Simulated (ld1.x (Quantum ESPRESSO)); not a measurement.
**Varying the TM potential for tantalum**

Base potential:

```
Element                 : Ta (Z = 73)
Generator               : ld1.x (Quantum ESPRESSO) 7.5
Type                    : norm-conserving Troullier–Martins (Kleinman–Bylander form)
Functional              : BLYP
Relativity              : scalar-relativistic
Frozen core             : [Xe] 4f14
Valence charge          : 5
Reference configuration : 5d3 6s1.75 6p0 (charge +0.25)
Partial waves           : 6s (bound): rc 2.70 bohr; 6p (bound, empty): rc 2.90 bohr; 5d (bound): rc 2.10 bohr
Local potential         : the d channel
Core correction         : a·sin(br)/r model core inside 1.60 bohr
```

Cutoffs, loose and tight: the cutoffs (Ry, on a coarse ladder) from which the occupation-weighted sum of valence levels, in a spherical-Bessel basis at the reference potential, stays within 10 and 1 mRy of its value at 400 Ry. They do not see the model core or the augmentation charge, which bear on the density cutoff. Test errors are all-electron minus pseudo excitation energies from the reference, over the configurations 5d3 6s2 6p0; 5d3 6s1 6p0; 5d3 6s0 6p0; 5d3 6s0 6p2; 5d2 6s2 6p0; 5d4 6s1 6p0; 5d3 6s1 6p1. A dash means not determined; rows that change the core or the reference have their own tests. The largest error is taken over the tests solved by every variant that gives reliable tests at all: 5d2 6s2 6p0; 5d3 6s0 6p0; 5d3 6s1 6p0; 5d3 6s2 6p0; 5d4 6s1 6p0.

A true bound ghost makes a file unfit for plane-wave use even where its test errors are small: the radial tests pick states by their node count and pass the ghost by. Where a test does run into it, the solver fails or the error is huge.

| change | outcome | cutoff, loose | cutoff, tight | bound ghosts | largest test error (meV) |
| --- | --- | --- | --- | --- | --- |
| base | generated | 30 Ry | 35 Ry | s, p | -61 |
| all radii but the core radius scaled by about 0.74 (s 2.00, p 2.14, d 1.56 bohr) | generated | 30 Ry | 55 Ry | p, s | -72 |
| all radii but the core radius scaled by about 0.84 (s 2.26, p 2.44, d 1.76 bohr) | generated | 30 Ry | 35 Ry | s, p | -60 |
| all radii but the core radius scaled by about 0.90 (s 2.44, p 2.62, d 1.90 bohr) | generated | 30 Ry | 35 Ry | s, p | -59 |
| all radii but the core radius scaled by about 1.05 (s 2.84, p 3.06, d 2.22 bohr) | generated | 25 Ry | 35 Ry | s, p | -60 |
| all radii but the core radius scaled by about 1.09 (s 2.94, p 3.16, d 2.30 bohr) | generated | 25 Ry | 35 Ry | s, p | -58 |
| all radii but the core radius scaled by about 1.17 (s 3.16, p 3.38, d 2.46 bohr) | generated | 25 Ry | 30 Ry | s, p | -53 |
| all radii but the core radius scaled by about 1.24 (s 3.36, p 3.60, d 2.62 bohr) | generated | 25 Ry | 30 Ry | s, p | -48 |
| all radii but the core radius scaled by about 1.37 (s 3.72, p 3.98, d 2.88 bohr) | generated | 21 Ry | 25 Ry | s | -62 |

Q: What comes out with this change to the base: all radii but the core radius scaled by about 1.34 (s 3.60, p 3.88, d 2.80 bohr)?

A: outcome: generated; cutoff, loose: 21 Ry; cutoff, tight: 30 Ry; bound ghosts: s; largest test error (meV): -54.

Reading the sweep of the scale of all radii but the core radius (base = 1) (base included, trends over the rows without a ghost): Bound ghosts are found at 0.74, 0.84, 0.9, 1, 1.05, 1.09, 1.17, 1.24, 1.34, 1.37. Every judged row has one, so this setting neither creates nor removes them.
